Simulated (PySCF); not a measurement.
# Excitation energy of Ca by level of theory

Ca [Ar] 4s2 (1S) → Ca [Ar] 3d1 4s1 (3D), as a difference of total energies. Computed with PySCF 2.14 in dyall-av3z, with the spin-free X2C one-electron Hamiltonian (Gaussian nucleus). Correlated levels: valence: [Ar] frozen; virtual orbitals above 40 to 60 times the deepest correlated orbital energy dropped. The calculations carry no spin-orbit coupling.

| method | excitation energy (eV) | error (eV) |
| --- | --- | --- |
| UHF | 2.726 | +0.202 |
| LDA | 2.463 | -0.061 |
| PBE | 2.330 | -0.194 |
| PBE0 | 2.487 | -0.037 |
| r2SCAN | 2.156 | -0.368 |
| MN15 | 3.231 | +0.707 |
| TPSS | 2.305 | -0.219 |
| r2SCAN0 | 2.373 | -0.151 |
| MP2 (valence) | 3.163 | +0.639 |
| SCS-MP2 (valence) | 3.356 | +0.832 |

Reference: 2.524 eV (measured; NIST levels, between the centres of gravity of the two terms).
